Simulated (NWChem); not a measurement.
All runs are NWChem calculations. System: CH₄OSi, charge 0, spin multiplicity 1, at a geometry optimised with B3LYP/def2-SVP. The structure started from a generated list of species. Level: MP2/aug-cc-pVDZ, 7 core orbitals frozen.

Input file:

```
start mol
memory heap 200 mb stack 900 mb global 1100 mb
geometry units angstroms nocenter noautoz
  O      0.783399     1.533433     0.000000
  C     -0.248279     0.903089     0.000000
  Si    -0.212638    -1.040000     0.000000
  H     -1.239086     1.443089     0.000000
  H      0.518202    -1.487766     1.217890
  H      0.518202    -1.487766    -1.217890
  H     -1.597905    -1.593548     0.000000
  symmetry group Cs
end
basis spherical
  * library aug-cc-pvdz
end
scf
  rhf
  nopen 0
  maxiter 100
  thresh 1e-7
  semidirect memsize 60000000 filesize 0
end
mp2
  freeze core 7
end
task mp2 energy
```

NWChem printed:

```
             Northwest Computational Chemistry Package (NWChem) 7.3.0
             --------------------------------------------------------

                                NWChem Input Module
                                -------------------

 Scaling coordinates for geometry "geometry" by  1.889725989
 (inverse scale =  0.529177249)

 Turning off AUTOSYM since
 SYMMETRY directive was detected!

                             Geometry "geometry" -> ""
                             -------------------------

 Output coordinates in angstroms (scale by  1.889725989 to convert to a.u.)

  No.       Tag          Charge          X              Y              Z
 ---- ---------------- ---------- -------------- -------------- --------------
    1 O                    8.0000     0.78339900     1.53343300     0.00000000
    2 C                    6.0000    -0.24827900     0.90308900     0.00000000
    3 Si                  14.0000    -0.21263800    -1.04000000     0.00000000
    4 H                    1.0000    -1.23908600     1.44308900     0.00000000
    5 H                    1.0000     0.51820200    -1.48776600     1.21789000
    6 H                    1.0000     0.51820200    -1.48776600    -1.21789000
    7 H                    1.0000    -1.59790500    -1.59354800     0.00000000

 Effective nuclear repulsion energy (a.u.)      96.1148325418

            Nuclear Dipole moment (a.u.)
            ----------------------------
        X                 Y               Z
 ---------------- ---------------- ----------------
    -0.0000018897     0.0000132281     0.0000000000

      Symmetry information
      --------------------

 Group name             Cs
 Group number              2
 Group order               2
 No. of unique centers     6

      Symmetry unique atoms

     1    2    3    4    5    7


 Summary of "ao basis" -> "" (spherical)
 ------------------------------------------------------------------------------
       Tag                 Description            Shells   Functions and Types
 ---------------- ------------------------------  ------  ---------------------
 *                        aug-cc-pvdz                 on all atoms

 Summary of "ao basis" -> "ao basis" (spherical)
 ------------------------------------------------------------------------------
       Tag                 Description            Shells   Functions and Types
 ---------------- ------------------------------  ------  ---------------------
 O                        aug-cc-pvdz                9       23   4s3p2d
 C                        aug-cc-pvdz                9       23   4s3p2d
 Si                       aug-cc-pvdz               11       27   5s4p2d
 H                        aug-cc-pvdz                5        9   3s2p

                                 NWChem SCF Module
                                 -----------------

  ao basis        = "ao basis"
  functions       =   109
  atoms           =     7
  closed shells   =    16
  open shells     =     0
  charge          =   0.00
  wavefunction    = RHF
  use symmetry    = T
  symmetry adapt  = T

 Summary of "ao basis" -> "ao basis" (spherical)
 ------------------------------------------------------------------------------
       Tag                 Description            Shells   Functions and Types
 ---------------- ------------------------------  ------  ---------------------
 O                        aug-cc-pvdz                9       23   4s3p2d
 C                        aug-cc-pvdz                9       23   4s3p2d
[...]
    85     -1.666238  5 H  s                 94     -1.666238  6 H  s
    35      1.464954  2 C  py                34     -1.168999  2 C  px
   103     -0.839628  7 H  s                 50     -0.758649  3 Si s
    27     -0.732308  2 C  s                 62      0.718870  3 Si py

 Vector   18  Occ=0.000000D+00  E= 4.398830D-02  Symmetry=a'
              MO Center= -7.5D-01, -1.2D+00, -5.6D-18, r^2= 2.2D+01
   Bfn.  Coefficient  Atom+Function         Bfn.  Coefficient  Atom+Function
  ----- ------------  ---------------      ----- ------------  ---------------
    27      4.558830  2 C  s                 51     -4.437530  3 Si s
    76     -1.483195  4 H  s                103      1.469819  7 H  s
    62     -1.108910  3 Si py                 4     -0.888311  1 O  s
    85      0.761747  5 H  s                 94      0.761747  6 H  s
    75     -0.639054  4 H  s                 26      0.615449  2 C  s

 Vector   19  Occ=0.000000D+00  E= 4.841597D-02  Symmetry=a"
              MO Center= -1.6D+00, -5.2D-01,  4.2D-15, r^2= 1.5D+01
   Bfn.  Coefficient  Atom+Function         Bfn.  Coefficient  Atom+Function
  ----- ------------  ---------------      ----- ------------  ---------------
    63      3.010780  3 Si pz                85     -2.781057  5 H  s
    94      2.781057  6 H  s                 36     -0.307508  2 C  pz

 center of mass
 --------------
 x =   0.05629242 y =   0.09818917 z =   0.00000000

 moments of inertia (a.u.)
 ------------------
         319.984205426526         -77.949615530538           0.000000000000
         -77.949615530538          69.347790224009           0.000000000000
           0.000000000000           0.000000000000         367.978994712020

  Mulliken analysis of the total density
  --------------------------------------

    Atom       Charge   Shell Charges
 -----------   ------   -------------------------------------------------------
    1 O    8     8.58   2.00  0.85  1.01  0.12  2.76  1.72  0.07  0.02  0.03
    2 C    6     5.74   2.01  0.69  0.51 -0.01  1.85  0.57  0.01  0.13 -0.02
    3 Si  14    13.47   2.00  2.02  0.73  0.11 -0.08  6.00  1.46  0.93  0.02  0.26  0.02
    4 H    1     1.09   0.76  0.32 -0.01  0.03 -0.01
    5 H    1     1.05   0.72  0.29  0.01  0.01  0.02
    6 H    1     1.05   0.72  0.29  0.01  0.01  0.02
    7 H    1     1.02   0.73  0.26 -0.00  0.01  0.02

       Multipole analysis of the density wrt the origin
       ------------------------------------------------

     L   x y z        total         open         nuclear
     -   - - -        -----         ----         -------
     0   0 0 0     -0.000000      0.000000     32.000000

     1   1 0 0     -0.855461      0.000000     -0.000002
     1   0 1 0     -0.633004      0.000000      0.000013
     1   0 0 1      0.000000      0.000000      0.000000

     2   2 0 0    -20.791713      0.000000     37.632864
     2   1 1 0     -2.649084      0.000000     37.772291
     2   1 0 1     -0.000000      0.000000      0.000000
     2   0 2 0    -22.208751      0.000000    171.039514
     2   0 1 1     -0.000000      0.000000      0.000000
     2   0 0 2    -19.658149      0.000000     10.593606

                   NWChem MP2 Semi-direct Energy/Gradient Module
                   ---------------------------------------------

  Basis functions       =    109
  Molecular orbitals    =    109
  Frozen core           =      7
  Frozen virtuals       =      0
  Active alpha occupied =      9
  Active beta occupied  =      9
  Active alpha virtual  =     93
  Active beta virtual   =     93
  Use MO symmetry       = T
  Use skeleton AO sym   = T

  AO/Fock/Back tols     =   1.0D-09  1.0D-09  1.0D-09

 GA uses MA = F    GA memory limited = T

 Available:
  local mem=  1.26D+08
 global mem=  1.44D+08
 local disk=  0.00D+00
  mp2_memr nvloc                    93
  nvloc new                    93
   1 passes of   9:        3145728                      45580                  17072423.
   1 passes of   9: M    126151686           G      144155438           F     123005958.

 Semi-direct pass number   1 of   1  for RHF alpha+beta  at        2.4s
  vrange nnbf                  5992
  mp2_eaftype                    65  avail_ma_in_mb                  1099
 EAF : mp2_eaftype filesize          65    8536212.
  mp2_eaf for mointskh                     65
Node 0 wrote     40.1 Mb in      0.0 s     Agg I/O rate:  7343.8 Mb/s
 Done moints_semi at        6.2s
  mp2_eaftype                    65  avail_ma_in_mb                  1034
 EAF : mp2_eaftype filesize          65    8536212.
  mp2_eaf for kh                    65
 Done maket at        6.3s
 Done multipass loop at        6.3s

          -------------------------------------------
          SCF energy                -403.971688757185
          Correlation energy          -0.436470073513
          Singlet pairs               -0.286899245922
          Triplet pairs               -0.149570827591
          Total MP2 energy          -404.408158830698
          -------------------------------------------

          ---------------------------------------------------
                    Spin Component Scaled (SCS) MP2
          Same spin pairs                     -0.099713885061
          Same spin scaling factor             0.333333333333
          Opposite spin pairs                 -0.336756188452
          Opposite spin scaling fact.          1.200000000000
          SCS-MP2 correlation energy          -0.437345387830
          Total SCS-MP2 energy              -404.409034145015
          ---------------------------------------------------

 -----------------------
 Performance information
 -----------------------

 Timer overhead =  1.19D-07 seconds/call

               Nr. of calls         CPU time (s)                 Wall time (s)                GFlops
             ---------------    -------------------     ------------------------------   -------------------
Name         Min   Avg   Max    Min     Avg     Max     Min     Avg     Max   Mx/calls   Min     Max     Sum
mp2: moin     1     1     1    3.8     3.8     3.8      3.8     3.8     3.8     3.8      0.0     0.0     0.0
mp2: make     1     1     1   9.19E-2 9.19E-2 9.19E-2  9.19E-2 9.19E-2 9.19E-2 9.19E-2   0.0     0.0     0.0
mp2: tota     1     1     1    3.9     3.9     3.9      3.9     3.9     3.9     3.9      0.0     0.0     0.0

 The average no. of pstat calls per process was 3.00D+00
 with a timing overhead of 3.56D-07s

 Task  times  cpu:        6.2s     wall:        6.2s

 Total times  cpu:        6.3s     wall:        6.3s
```
